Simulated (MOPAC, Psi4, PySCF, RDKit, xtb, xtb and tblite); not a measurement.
Two geometries of SMILES OCO[SiH3] (CH6O2Si), relaxed at GFN2-xTB with one dihedral held; other torsions can differ between them too.

Structure A

```
10

O     -1.6795     0.2918     0.6148
C     -0.9427    -0.8024     0.1681
O      0.3931    -0.7122     0.4997
Si     0.9995     0.2004     1.7104
H     -1.8292     0.9186    -0.0994
H     -1.0157    -0.9362    -0.9195
H     -1.3640    -1.6905     0.6643
H      2.3886    -0.2141     1.5848
H      0.3926    -0.1348     2.9978
H      0.8117     1.6298     1.4488
```

Structure B

```
10

O      0.9604     0.5098    -0.4585
C      1.1771    -0.6373     0.2886
O      1.0742    -1.7959    -0.4570
Si     1.8435    -2.1340    -1.8558
H      0.0723     0.4763    -0.8343
H      2.1882    -0.5356     0.7024
H      0.4542    -0.7240     1.1159
H      1.2888    -3.4602    -2.0734
H      1.4860    -1.1830    -2.9103
H      3.2952    -2.1129    -1.6692
```

Question: Which is lower in energy at the level DF-MP2 (frozen core)/cc-pVTZ // GFN2-xTB run with Psi4, and by how much?

Answer: B is lower, by 0.76 kcal/mol (dihedral H5–O1–C2–O3: 100° in A, 60° in B).

E(B) − E(A) in kcal/mol at the other levels, on the same two geometries: GFN2-xTB (xtb and tblite) -2.07; MMFF94 // GFN2-xTB (RDKit) -2.21; B3LYP/def2-TZVP // GFN2-xTB (Psi4) -1.04; B3LYP-D3(BJ)/def2-TZVP // GFN2-xTB (Psi4) -1.02; PBE/def2-TZVP // GFN2-xTB (Psi4) -0.97; PBE-D3(BJ)/def2-TZVP // GFN2-xTB (Psi4) -0.96; HF/cc-pVTZ // GFN2-xTB (Psi4) -0.94; UFF // GFN2-xTB (RDKit) -0.21; PM7, restricted, heats of formation // GFN2-xTB (MOPAC) -1.60; AM1, restricted, heats of formation // GFN2-xTB (MOPAC) -0.66; GFN1-xTB // GFN2-xTB (xtb) -0.65; restricted B3LYP/6-31G*, spherical d // GFN2-xTB (PySCF) -1.02; restricted MP2 (frozen core)/6-31G*, spherical d // GFN2-xTB (PySCF) -1.02; restricted B3LYP/3-21G // GFN2-xTB (PySCF) 0.26; restricted MP2 (frozen core)/3-21G // GFN2-xTB (PySCF) 0.42.
